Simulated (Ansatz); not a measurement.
Cartesian coordinates (Å):
SMILES: [O]C=C=C
```xyz
7

C     -1.3328    -0.0839     0.0073
C     -0.0447    -0.0086    -0.0009
C      1.3433     0.0703    -0.0104
O      1.9676     1.1196     0.2007
H     -1.9207     0.0803    -0.8933
H     -1.8865    -0.3047     0.9175
H      1.8738    -0.8730    -0.2209
```
Charge 0, spin multiplicity 2.

These are frozen-core CCSD(T)/def2-TZVPP // B3LYP-D3(BJ)/def2-TZVP (Ansatz, a first-principles code) values and carry that method's errors.

| Quantity | Result |
|---|---|
| HF energy | -190.19852 Ha |
| MP2 correlation energy | -0.64108 Ha |

Problem. Estimate the CCSD correlation energy, the (T) correction, the total energy and the T1 diagnostic.

Solution. 
```yaml
CCSD correlation energy: -0.68693 Ha
"(T) correction": -0.03158 Ha
CCSD(T) total energy: -190.91703 Ha
T1 diagnostic: 0.039
```
